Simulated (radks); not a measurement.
The numbers below are computed, except where a source is named.
Ionisation of the zinc ion Zn2+, [Ar] 3d10, to Zn3+, [Ar] 3d9, under several functionals. Dirac Kohn-Sham, spin-unpolarised, spherical densities, finite nucleus; open shells are shared between the two j in proportion to 2j + 1; a radial shooting solver on a logarithmic mesh with Libxc functionals.

\begin{tabular}{lrrrrrr}
functional & E(Zn2+) (hartree) & Exc (hartree) & IE (eV) & -e(HOMO) (eV) & <r> HOMO (bohr) & IE error (eV) \\ \hline
Wu-Cohen GGA & -1794.57679 & -70.67903 & 40.552 & 30.725 & 0.8819 & +0.829 \\
BLYP & -1795.39918 & -71.49646 & 40.544 & 30.740 & 0.8852 & +0.821 \\
LDA (Slater exchange, Perdew-Zunger correlation) & -1792.30847 & -68.35954 & 40.890 & 31.074 & 0.8828 & +1.167 \\
exchange-only B88 & -1794.02676 & -70.10338 & 39.352 & 29.597 & 0.8870 & -0.371 \\
exchange-only LDA & -1789.73815 & -65.73409 & 39.172 & 29.439 & 0.8877 & -0.551 \\
BP86 & -1795.56540 & -71.68289 & 40.608 & 30.796 & 0.8818 & +0.885 \\
PBE & -1795.03417 & -71.13934 & 40.534 & 30.709 & 0.8830 & +0.810 \\
AM05 & -1792.50070 & -68.56577 & 40.526 & 30.700 & 0.8814 & +0.803 \\
\end{tabular}

NIST Atomic Spectra Database: 39.723 eV (measured). Closest: exchange-only B88. The Delta-SCF values span 1.72 eV, the total energies 5.83 hartree. The highest occupied level is 3d5/2. Spin polarisation and multiplet splitting are left out, so open shells lie too high by an amount that depends on their filling.

Beside tabulated values, note that spin-unpolarised runs miss the spin-polarisation part of the exchange energy of open shells.
